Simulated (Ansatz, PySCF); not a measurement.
2-bromobuta-1,3-diene (C4H5Br), SMILES C=CC(=C)Br. Atoms are numbered in the order given.

```xyz
10

C     -1.3649    -1.9516     0.0000
C     -0.0356    -1.8076     0.0000
C      0.7148    -0.5566     0.0000
C      2.0525    -0.4934     0.0000
Br    -0.2798     1.0602     0.0000
H     -2.0315    -1.0854     0.0000
H     -1.8177    -2.9453     0.0000
H      0.6035    -2.6981     0.0000
H      2.6318    -1.4208     0.0000
H      2.5914     0.4547     0.0000
```
Charge 0, spin multiplicity 1.

Coordinates come from a PBE0-D3(BJ)/def2-SVP optimisation. One conformer was computed; it need not be the lowest.

Two levels are set side by side: PBE-D3(BJ)/def2-SVP (Ansatz, a program for electronic structure) and PBE0-D3(BJ)/def2-SVP (Ansatz). Each level has its own optimised geometry; the coordinates shown are those of the second. Frequencies come from the Hessian of PySCF at each geometry. Differences are taken from unrounded values.

```
quantity                            PBE0-D3(BJ)
----------------------------------  -----------
mean bond length (Å)                      1.278
bond C1–C2 (Å)                            1.337
bond C2–C3 (Å)                            1.459
bond C3–C4 (Å)                            1.339
bond C3–Br5 (Å)                           1.898
bond C1–H6 (Å)                            1.093
bond C1–H7 (Å)                            1.092
bond C2–H8 (Å)                            1.096
bond C4–H9 (Å)                            1.094
bond C4–H10 (Å)                           1.090
highest harmonic wavenumber (cm⁻¹)         3292
mean harmonic wavenumber (cm⁻¹)            1386
zero-point energy (kcal/mol)              47.56
```

What does PBE-D3(BJ) give, and how far is it from PBE0-D3(BJ)? (An estimate is asked for; the answer gives what the named calculation found.)


```
quantity                            PBE-D3(BJ)  PBE-D3(BJ) minus PBE0-D3(BJ)
----------------------------------  ----------  ----------------------------
mean bond length (Å)                     1.287                         0.010
bond C1–C2 (Å)                           1.349                         0.012
bond C2–C3 (Å)                           1.461                         0.002
bond C3–C4 (Å)                           1.352                         0.013
bond C3–Br5 (Å)                          1.918                         0.020
bond C1–H6 (Å)                           1.101                         0.008
bond C1–H7 (Å)                           1.100                         0.008
bond C2–H8 (Å)                           1.105                         0.009
bond C4–H9 (Å)                           1.102                         0.008
bond C4–H10 (Å)                          1.098                         0.008
highest harmonic wavenumber (cm⁻¹)        3200                           -92
mean harmonic wavenumber (cm⁻¹)           1338                           -48
zero-point energy (kcal/mol)             45.90                         -1.66
```

Exact exchange shortens and stiffens bonds; PBE has none. Differences between two approximate levels are no errors against the true value.
